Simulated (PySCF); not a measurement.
Compound: C₅H₇FO.
SMILES: `O=C1CCC[C@@H]1F`

The closed-shell SCF was solved with PySCF and density fitting under several settings on one GFN2-xTB geometry (grid level 2 and gas phase unless stated).

| settings | basis functions | SCF cycles | E (Eh) | HOMO (eV) | LUMO (eV) | dipole (D) |
| --- | --- | --- | --- | --- | --- | --- |
| PW91/cc-pVDZ, IEF-PCM methanol, energy threshold 1e-11 Eh | 133 | 13 | -369.6901 | -5.47 | -1.84 | 4.29 |
| HF/pcSseg-1, start guess huckel | 154 | 13 | -367.6539 | -11.16 | 3.10 | 4.62 |

**Question.** Estimate the row for these settings: PBE0/pcSseg-1, start guess sap, energy threshold 1e-07 Eh.

**Answer.** 
| settings | basis functions | SCF cycles | E (Eh) | HOMO (eV) | LUMO (eV) | dipole (D) |
| --- | --- | --- | --- | --- | --- | --- |
| PBE0/pcSseg-1, start guess sap, energy threshold 1e-07 Eh | 154 | 14 | -369.3583 | -7.29 | -1.04 | 4.01 |

**Question.** Over all rows, what range does the HOMO–LUMO gap span?

**Answer.** From 3.63 eV (PW91/cc-pVDZ, IEF-PCM methanol, energy threshold 1e-11 Eh) to 14.26 eV (HF/pcSseg-1, start guess huckel). The functional of the narrowest has no exact exchange, that of the widest 100 % exact exchange.

Whole jobs, the steps after the SCF included, on one thread of an Arm Neoverse V1, shared host:

```csv
settings,work after the SCF,wall time,peak memory
"PW91/cc-pVDZ, IEF-PCM methanol, energy threshold 1e-11 Eh","spin–spin couplings from 13 perturbed nuclei, spin–dipole term for 1 of them",15 s,0.63 GiB
"HF/pcSseg-1, start guess huckel","shieldings, ring-centre shieldings, charges and field gradients, density and orbital grids written",13 s,0.71 GiB
"PBE0/pcSseg-1, start guess sap, energy threshold 1e-07 Eh","3 singlets by full TDDFT, 2 Tamm–Dancoff triplets, polarisability",18 s,0.68 GiB
```

The species at its GFN2-xTB geometry (one conformer only).
